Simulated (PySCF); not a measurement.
Compound: 5,5-difluoro-1,3-dioxane, C4H6F2O2.
Atom-mapped SMILES: `[F:1][C:2]1([F:3])[CH2:4][O:5][CH2:6][O:7][CH2:8]1` (hydrogens: H9, H10 on C4; H11, H12 on C6; H13, H14 on C8)

The geometry is computed with GFN2-xTB (gas phase).

Question: List the bond lengths, angles and torsions at this level.

Answer: 
| bond | length (Å) |
| --- | --- |
| F1–C2 | 1.357 |
| C2–F3 | 1.366 |
| C2–C4, C2–C8 | 1.534 |
| C4–O5, O7–C8 | 1.406 |
| O5–C6, C6–O7 | 1.397 |
| C4–H9, C8–H13 | 1.091 |
| C4–H10, C8–H14 | 1.102 |
| C6–H11 | 1.110 |
| C6–H12 | 1.091 |

Bonds in one row agree within 0.01 Å and their mean is given. A selection of angles:
| angle | degrees |
| --- | --- |
| F1–C2–F3 | 105.0 |
| F1–C2–C4 | 111.0 |
| F3–C2–C4 | 109.2 |
| C4–C2–C8 | 111.2 |
| C2–C4–O5 | 111.4 |
| C4–O5–C6 | 112.1 |
| O5–C6–O7 | 112.6 |

Dihedral angles: F1–C2–C4–O5 79° (synclinal); C2–C4–O5–C6 53° (synclinal); C4–O5–C6–O7 -62° (synclinal); O5–C6–O7–C8 62° (synclinal); C6–O7–C8–C2 -53° (synclinal); F1–C2–C8–O7 -80° (synclinal).

Of the pairs four or more bonds apart, H10···H11 is among the closest relative to their van der Waals radii: 2.46 Å, 102 % of the sum of Bondi's values. O5 (cyclic ether oxygen) is bent (angle 112.1°). The 6-membered ring C2–C4–O5–C6–O7–C8 has internal angles of 111.2° to 112.6°; it is puckered, 0.21 Å rms from its mean plane, widest ring torsion 62°.

Point group: Cs (every atom within 0.08 Å of its image). Not checked by GFN2-xTB frequencies. The numbers are those of one conformer.
